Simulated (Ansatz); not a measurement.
A run for Ansatz (a quantum-chemistry and plane-wave program): R-CCSD(T)/aug-cc-pVDZ on C3H4O2 (a complex), monomers drawn apart or pushed together.

Ansatz 0.2 input:
```yaml
crystal:
  periodic: [false, false, false]
  atoms:
    - {symbol: C, position_ang: [-0.59843565, -0.09265139, -0.06241815]}
    - {symbol: C, position_ang: [0.72115646, 0.00542229, 0.00956969]}
    - {symbol: H, position_ang: [-1.22991201, 0.78381028, -0.14477628]}
    - {symbol: H, position_ang: [-1.09910985, -1.05316677, -0.04231906]}
    - {symbol: H, position_ang: [1.35262203, -0.87117569, 0.09082696]}
    - {symbol: H, position_ang: [1.22190329, 0.96588439, -0.01056249]}
    - {symbol: O, position_ang: [-0.16877978, -1.01747709, 4.63759152]}
    - {symbol: C, position_ang: [-0.19765083, 0.14054885, 4.58242874]}
    - {symbol: O, position_ang: [-0.22772063, 1.29930771, 4.54789651]}
basis:
  gaussian:
    orbitals: aug-cc-pVDZ
magnetization: {spin_polarized: false}
correlation: {method: ccsd_t, electrons: outside_noble_gas}
scf: {lower_state_search: off}
```

### Question
What total energy does the run end on?

### Answer
-266.5540 hartree (reference determinant -265.7071, T1 diagnostic 0.015).

### Question
How many basis functions does it have, and what does it roughly cost on one machine?

### Answer
151 functions; around 40 core-seconds (rough).
